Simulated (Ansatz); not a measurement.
Coupled-cluster diagnostics for `c1csc(-c2cnc(-c3cnc(-c4cncs4)s3)s2)n1`, Ansatz.

Geometry of the singlet (PBE-D4/def2-SVP):

Cartesian coordinates in Å:
```
C 4.819 -4.257 1.426
C 4.227 -5.242 0.654
S 2.768 -4.638 -0.048
C 3.063 -3.087 0.755
C 2.165 -1.962 0.620
C 2.307 -0.704 1.208
N 1.333 0.200 0.937
C 0.407 -0.307 0.140
C -0.750 0.414 -0.321
C -1.799 0.020 -1.154
N -2.754 0.950 -1.401
C -2.486 2.088 -0.778
C -3.321 3.263 -0.851
C -3.176 4.516 -0.258
N -4.154 5.427 -0.530
C -5.059 4.904 -1.325
S -4.784 3.246 -1.803
S -0.998 2.070 0.173
S 0.704 -1.989 -0.333
N 4.167 -3.061 1.478
H 5.760 -4.390 1.981
H 4.567 -6.268 0.468
H 3.156 -0.448 1.856
H -1.881 -0.982 -1.602
H -2.335 4.794 0.397
H -5.948 5.442 -1.687
```

Correlated methods freeze 36 core orbitals.

(1) Estimate the CCSD(T) correlation energy, the shares of MP2 and (T), T1 and the reference's ⟨S²⟩ for: charge 0, singlet, own geometry in def2-SVP; and the rough time on 2 threads of AMD EPYC 7R13 on a shared host and a share (18 GiB) of an NVIDIA H100 80GB HBM3.

## Answers

(1) 
```json
{"state": "charge 0, singlet, own geometry", "basis": "def2-SVP", "correlation (eV)": "-79.618", "MP2 share (%)": "93.2", "(T) share (%)": "4.8", "T1": "0.018", "⟨S²⟩ (pure)": "0.00 (0.00)", "wall time": "55 s", "remarks": "restricted SCF unstable"}
```
Customary marks for T1 are 0.02 (closed shells), 0.045 (open shells) and about 0.05 (3d metals). T1 stays under 0.02 throughout.
